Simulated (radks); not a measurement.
The caesium ion Cs53+, 2 electrons, occupied as [He] (the NIST ground configuration).

All-electron calculation, scalar-relativistic Kohn-Sham, LDA (Slater exchange, VWN5 correlation), spin-polarised, spherical densities, finite nucleus; Fermi nuclear charge, rms radius 4.8041 fm. Program: a radial shooting solver on a logarithmic mesh with Libxc functionals.

Energy parts (Ry):
total: -6232.3983
kinetic: 6796.7297
electron-nucleus: -13111.3451
Hartree: 145.3758
exchange-correlation: -63.1587

Orbitals (lengths in bohr, moments of r in powers of bohr; <r^-3> diverges for s and p1/2):
orbital  occ.  eigenvalue (Ry)  <1/r>      <r>  <r^-3>
1s          2        -3053.955  59.60  0.02597       -

The highest occupied level is 1s at -41551 eV. For comparison, the ionisation energy in NIST's Atomic Spectra Database is 41861.1 eV (theoretical). In exact Kohn-Sham theory the highest level is minus the ionisation energy, but local and semilocal functionals leave it too shallow, through self-interaction and a potential that decays too fast; potentials with the right tail come closer.
